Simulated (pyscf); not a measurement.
HO–Zr(OH)(OH)–Cl (SMILES [OH][Zr]([OH])([OH])[Cl]), singlet

Gas-phase minimum from PySCF at ωB97X-D3(BJ)/def2-SVP, one conformer. 

SMILES: [OH][Zr]([OH])([OH])[Cl]
```xyz
8

O      0.2194     1.4699     0.4046
Zr    -0.8089    -0.0576    -0.1143
O      0.3185    -1.3444    -0.9712
O     -2.2193     0.4699    -1.2951
Cl    -1.7622    -1.0391     1.8352
H      0.6983     2.2688     0.6207
H      0.9252    -1.9472    -1.3987
H     -2.8948     0.7005    -1.9313
```

Bonded distances (Å): O1–Zr2 1.913, O1–H6 0.956, Zr2–O3 1.913, Zr2–O4 1.914, Zr2–Cl5 2.382, O3–H7 0.956, O4–H8 0.956. Angles (°): Zr2–O1–H6 176.0, O1–Zr2–O3 110.0, O1–Zr2–O4 110.1, O1–Zr2–Cl5 108.8, O3–Zr2–O4 110.1, O3–Zr2–Cl5 109.0, O4–Zr2–Cl5 108.9, Zr2–O3–H7 176.5, Zr2–O4–H8 176.2.

Properties at ωB97X-D3(BJ)/def2-SVP:

| Property | Value |
|---|---|
| Harmonic wavenumbers, unscaled | 129, 129, 165, 180, 180, 208, 288, 289, 309, 310, 354, 407, 743, 743, 747, 4035, 4036, 4041 cm⁻¹ |
| Zero-point energy | 24.7 kcal/mol |
| Rotational symmetry number | 3 |
| Entropy of this conformer at 298 K and 1 atm, rigid rotor and harmonic oscillator, modes under 100 cm⁻¹ raised to 100 | 380.8 J/(mol K) |
| Dipole moment | 3.74 D |

Single-point totals, which compare only within one level:

```csv
level,total energy (hartree)
ωB97X-D3(BJ)/def2-TZVP,-735.20571
PBE/def2-TZVP,-734.72569
r²SCAN/def2-TZVP,-735.02504
B3LYP-D3(BJ)/def2-TZVP,-735.18263
PBE0-D3(BJ)/def2-TZVP,-734.73441
M06-2X/def2-TZVP,-734.93626
ωB97M-D3(BJ)/def2-TZVP,-735.19345
```

Soft torsions are taken as harmonic, which can shift the entropy by several J/(mol K). Elements past Kr carry the def2 core potentials, without spin-orbit coupling.
